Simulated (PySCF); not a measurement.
ClH₃OSn. Atoms are numbered in the order given.

```xyz
6

Sn    -0.0551    -0.4822     0.0262
O      1.8665    -0.4618    -0.4781
Cl    -0.7929     1.7708     0.1225
H     -0.8244    -1.2656    -1.2795
H     -0.2737    -1.1243     1.6019
H      2.4024     0.0889     0.1102
```
Charge 0, spin multiplicity 1.

Geometry optimised at B3LYP-D3(BJ)/def2-SVP. The def2 effective core potentials stand for the cores of Sn; spin–orbit coupling is left out. Other conformers were not sampled.

The numbers are results of CAM-B3LYP/def2-TZVPD in PySCF, not measurements.

Isolated molecule, no solvent.

Computed frontier levels, gap, dipole moment and polarisability:
* **highest occupied level**: -10.18 eV
* **lowest empty level**: -0.38 eV
* **orbital gap**: 9.79 eV
* **dipole moment**: 2.14 D
* **quadrupole, principal values (traceless, Buckingham form, about the centre of nuclear charge)**: -8.81, 0.63, 8.18 D·Å
* **mean static polarisability**: 59.5 bohr³ (8.81 Å³)
* **polarisability, principal values**: 54.6, 56.0, 67.8 bohr³
